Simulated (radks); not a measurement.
Initial-state core-level shifts of the scandium ion Sc+ when its valence configuration changes from [Ar] 3d1 4s1. All-electron calculation, Dirac Kohn-Sham, PBEsol, spin-unpolarised, spherical densities, point nucleus; open shells are shared between the two j in proportion to 2j + 1. Program: a radial shooting solver on a logarithmic mesh with Libxc functionals. Shifts are changes of the shell-averaged eigenvalues in eV (positive: less bound).

| valence | 1s | 2p | 3s | 3p |
|---|---|---|---|---|
| 3d1 4p1 | -1.227 | -1.200 | -1.214 | -1.198 |
| 3d2 | +4.087 | +4.727 | +4.226 | +4.020 |
| 4s1 4p1 | -6.885 | -7.797 | -6.680 | -6.375 |
| 4p2 | -8.068 | -8.982 | -7.831 | -7.504 |
| 4s2 | -5.664 | -6.576 | -5.490 | -5.206 |
| 3d0.5 4s0.5 4p1 | -3.877 | -4.286 | -3.820 | -3.667 |
| 3d0.5 4s1.5 | -2.644 | -3.065 | -2.609 | -2.476 |
| 3d0.5 4s1 4p0.5 | -3.265 | -3.679 | -3.219 | -3.076 |
| 3d1.5 4s0.5 | +2.246 | +2.598 | +2.290 | +2.176 |
